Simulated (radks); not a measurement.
Results of a calculation; reference values are marked as such.
These are the eigenvalues of the occupied orbitals of an atom or ion with whole-number occupations (eV). Level of theory: Dirac Kohn-Sham, BLYP, spin-unpolarised, spherical densities, point nucleus (a radial shooting solver on a logarithmic mesh with Libxc functionals).

orbital  eigenvalue
1s1/2       -6.5315

Which element is it, and in what charge state? The configuration may be excited. Open shells, if any, fill j = l - 1/2 first.

Answer. Z = 1, hydrogen, charge 0: H in 1s1. The 1s level, -0.24003 hartree, gives Z - s = 0.7 by -(Z - s)^2/2, which with screening and relativity narrows Z to a few neighbours, and the depths must fix Z and the occupations together.
